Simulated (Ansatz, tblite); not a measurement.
Cost and result up the ladder for PPPAs tetrahedron (AsP3) (4 atoms). The state is a singlet with charge 0. Geometry: r2SCAN-D4/def2-SVP.

Cartesian coordinates in Å:
```
P -0.356 -0.870 0.995
P 1.334 0.274 0.131
P -0.695 1.165 0.183
As -0.283 -0.569 -1.308
```

Ansatz on 4 threads of Arm Neoverse V1 on a shared host; xTB runs through tblite on one thread. Times are rough, summed over both states, and most runs start from the orbitals of an earlier one. CCSD(T)/def2-TZVPP serves as the yardstick here, not as an exact answer. The other state is a doublet.

The xTB rows come from tblite. Correlated methods freeze 24 core orbitals; core or outer-core shells of As are correlated, in sets that lack core-valence functions. In CCSD on the charge 1 doublet the largest single amplitude is 0.16, so its Hartree–Fock determinant may place the open shell otherwise than the density functionals do. HOMO above LUMO, or a gap near zero within one spin, warns that the state may not be the lowest or that an electron is smeared out.

Correlated methods converge slowly with the basis.

Raw xTB energies of ions are shifted by several eV.

```csv
level,functions,wall time,vertical IE (eV),difference from CCSD(T)/def2-TZVPP (eV),remarks
GFN2-xTB,36,0.008 s,13.27,3.91,–
GFN1-xTB,36,0.01 s,14.61,5.25,–
PBE-D4/def2-TZVP,159,7.9 s,9.25,-0.11,gap within one spin near zero (+1 doublet)
PBE0-D4/def2-TZVP,159,14 s,9.35,-0.01,–
r2SCAN-D4/def2-TZVP (with forces),159,22 s,9.37,0.01,–
CCSD(T)/def2-TZVPP,174,2.8 min,9.36,0.00,–
```
